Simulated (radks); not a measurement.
Values are calculated unless marked as measured or tabulated.
Problem. The mean radii <r> (bohr) of the occupied orbitals of an atom or ion are listed with their occupations. Code: a radial shooting solver on a logarithmic mesh with Libxc functionals. Model: non-relativistic Kohn-Sham, PBE, spin-polarised, spherical densities, point nucleus.

orbital  occ.     <r>
1s          2  0.1205
2s          2  0.6276
2p          6  0.6034
3s          2   2.381

Name the element and its charge. Open shells, if any, are filled with parallel spins first.

Solution. Z = 13, aluminium, charge +1: Al+ in [Ne] 3s2. The 1s radius gives Z: for a bare nucleus <r> = 1.5/Z, 0.1154 bohr for Z = 13, and screening makes it slightly larger (0.1205 here). The occupations add up to 12, and the charge is Z minus that.
